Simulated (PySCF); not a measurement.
ClH2Si, SMILES Cl[SiH2], multiplicity 2.

Geometry: B3LYP-D3(BJ)/def2-TZVP. The isomer is the one that the SMILES or the coordinates give; other isomers of the formula were not compared.

The numbers are results of CAM-B3LYP/def2-TZVPD (PySCF), not measurements.

```json
{
  "total_energy": "-750.92589 hartree",
  "point_group": "Cs",
  "α spin, highest occupied and lowest empty level": "-7.82 and 0.47 eV",
  "β spin, highest occupied and lowest empty level": "-10.45 and -1.99 eV",
  "dipole_moment": "1.29 D",
  "quadrupole, principal values (traceless, Buckingham form, about the centre of nuclear charge)": "-0.68, -0.29, 0.96 D·Å",
  "mean_static_polarisability": "45.3 bohr³ (6.71 Å³)",
  "polarisability_principal_values": "39.6, 42.0, 54.3 bohr³",
  "⟨S²⟩": "0.752 (pure state 0.75)"
}
```
